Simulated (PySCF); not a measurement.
Several molecules and their computed UV-vis stick spectra, shuffled. Method used: TDDFT CAM-B3LYP/def2-SVPD, vertical, gas phase, core orbitals frozen in the response (PySCF 2.14.0, density-fitted response routines). Geometries: PBE0-D3(BJ)/def2-SVP; one conformer of each isolated species. Triplets are in the Tamm–Dancoff approximation. Ions are computed without counter-ions or solvent.

A. `N#Cc1ccc2c(c1)CC2`
B. `C=CC1=CC=CC=C1C#N`
C. `N#C/C=C/C1=CC=CC=C1`
D. `ClC1=CC=[O+]C=C1`
E. `C[P+](C)(C)[B-](F)(F)F`

Lowest singlet levels (six at most, fewer where fewer were computed) with oscillator strengths:

1. 5.11 eV (f 0.041); 5.56 eV (f 0.187); 6.52 eV (f 0.466); 6.67 eV (f 0.000); 6.71 eV (f 0.618); 6.99 eV (f 0.001); T1 3.70 eV
2. 5.23 eV (f 0.000); 5.35 eV (f 0.119); 5.38 eV (f 0.232); 6.58 eV (f 0.003); 6.73 eV (f 0.098); 7.24 eV (f 0.325)
3. 4.64 eV (f 0.656); 4.91 eV (f 0.012); 6.10 eV (f 0.276); 6.17 eV (f 0.000); 6.35 eV (f 0.176); 6.61 eV (f 0.001); T1 2.83 eV
4. 7.56 eV (f 0.007); 8.03 eV (f 0.123 summed over 2 states); 8.82 eV (f 0.212); 9.09 eV (f 0.002 summed over 2 states)
5. 4.77 eV (f 0.068); 5.00 eV (f 0.275); 5.77 eV (f 0.393); 6.18 eV (f 0.355); 6.55 eV (f 0.000); 6.89 eV (f 0.012); T1 3.12 eV

Task: Match each spectrum to its molecule.

Result: 1 = A, 2 = D, 3 = C, 4 = E, 5 = B.
- A: S1 at 5.11 eV, HOMO→LUMO (31%), HOMO-1→LUMO (31%), HOMO→LUMO+1 (28%); Löwdin shares by element: HOMO carbon 60% or more (atoms not listed hold the other 40%); LUMO carbon 47% or more, nitrogen 11% (atoms not listed hold the other 43%); HOMO -8.60 and LUMO -0.41 eV; point group Cs, 1 of its 6 listed states under f = 0.0005.
- B: S1 at 4.77 eV, HOMO→LUMO+1 (35%), HOMO→LUMO (31%), HOMO-1→LUMO (26%); Löwdin shares by element: HOMO carbon 63% or more (atoms not listed hold the other 37%); LUMO carbon 52% or more (atoms not listed hold the other 48%); HOMO -8.33 and LUMO -0.87 eV.
- C: S1 at 4.64 eV, HOMO→LUMO (95%); Löwdin shares by element: HOMO carbon 55% or more (atoms not listed hold the other 45%); LUMO carbon 55% or more (atoms not listed hold the other 45%); HOMO -8.30 and LUMO -1.26 eV; point group Cs, 1 of its 6 listed states under f = 0.0005.
- D: S1 at 5.23 eV, HOMO-2→LUMO (97%); Löwdin shares by element: HOMO chlorine 50%, carbon 34% or more (atoms not listed hold the other 16%); LUMO carbon 56% or more, oxygen 16% (atoms not listed hold the other 28%); HOMO -15.06 and LUMO -6.96 eV; point group C2v, 1 of its 6 listed states under f = 0.0005.
- E: S1 at 7.56 eV, HOMO→LUMO (96%); Löwdin shares by element: HOMO phosphorus 32%, fluorine 21% or more, boron 12% (atoms not listed hold the other 34%); LUMO carbon 41%, hydrogen 8% or more (atoms not listed hold the other 51%); HOMO -9.43 and LUMO 0.71 eV.
B and C have S1 within 0.14 eV of each other; their strongest listed levels stand at 5.77 eV (f 0.393) and 4.64 eV (f 0.656).
A and D have S1 within 0.13 eV of each other; their strongest listed levels stand at 6.71 eV (f 0.618) and 7.24 eV (f 0.325).
